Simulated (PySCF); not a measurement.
Input for PySCF: R-M06-2X/def2-TZVPPD on CH7GaO (a complex).

```python
from pyscf import gto, dft

mol = gto.M(
    atom='''
    Ga   -0.06008883   -0.85086794    0.70335088
    H    -1.29184569    0.02847900    0.26727584
    H    -0.34587416   -2.20267583    1.47657984
    H     1.33152400   -0.68724886   -0.02212534
    C    -0.37982261    0.26696467    3.58862546
    O     0.50147967    0.31425943    2.45118975
    H    -0.45193493   -0.74781753    3.98192167
    H    -1.35441082    0.58679068    3.22981234
    H    -0.02963102    0.95437059    4.35862588
    H     1.39913243    0.08243689    2.71651623
    ''',
    basis='def2-tzvppd',
    charge=0, spin=0, verbose=4, max_memory=1800)
mf = dft.RKS(mol, xc='m062x').density_fit(auxbasis='def2-universal-jkfit')
mf.grids.level = 4
mf.conv_tol = 1e-9
mf.max_cycle = 150
mf.kernel()
mf.dip_moment()
```

Q: Give the final energy of this run.

A: -2042.3521 hartree.
